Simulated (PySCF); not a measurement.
# Spinor energies of Sr²⁹⁺ (strontium, charge +29)

Start: [He] 2s2 2p5; 2p1/2 filled at m_j = +1/2; 2p3/2 filled at m_j = -3/2, -1/2, +1/2, +3/2. Calculated with PySCF 2.14 in an uncontracted even-tempered set (17 s from 10 bohr⁻², ratio 2.4; 12 p from 13 bohr⁻², ratio 2.4; 5 d from 53 bohr⁻², ratio 2.6; 4 f from 79 bohr⁻², ratio 2.6): generalised Hartree-Fock with the X2C-1e Hamiltonian and a Gaussian nucleus; one run each with spin-orbit coupling (SO) screened by Boettger's factors, then bare. This is a chosen level, not necessarily the ground level.

```tsv
spinor shell	electrons	ε, screened SO (eV)	ε, bare SO (eV)	weight of nominal j (bare SO)	rms radius, bare SO (bohr)
1s1/2	2	-17851.8	-17851.9	1.000	0.0450
2s1/2	2	-3748.1	-3748.1	1.000	0.181
2p1/2	1	-3584.4	-3587.4	1.000	0.157
2p3/2	4	-3501.7	-3500.5	1.000	0.161
```

| quantity | screened SO | bare SO |
| --- | --- | --- |
| E (hartree) | -2487.77472 | -2487.69554 |
| M_J | 1/2 | 1/2 |
| ⟨J²⟩ | 0.750 | 0.750 |
| ⟨L²⟩ | 2.001 | 2.001 |
| ⟨S²⟩ | 0.751 | 0.751 |

Each row is a mean over spinors that exchange with the open shell spreads, by up to 10.125 eV (2p3/2).

Breit and QED terms are absent; they matter most for the inner s and p1/2 levels.

Densities and radii are taken from the X2C orbitals without a picture-change correction, which distorts them close to the nucleus.
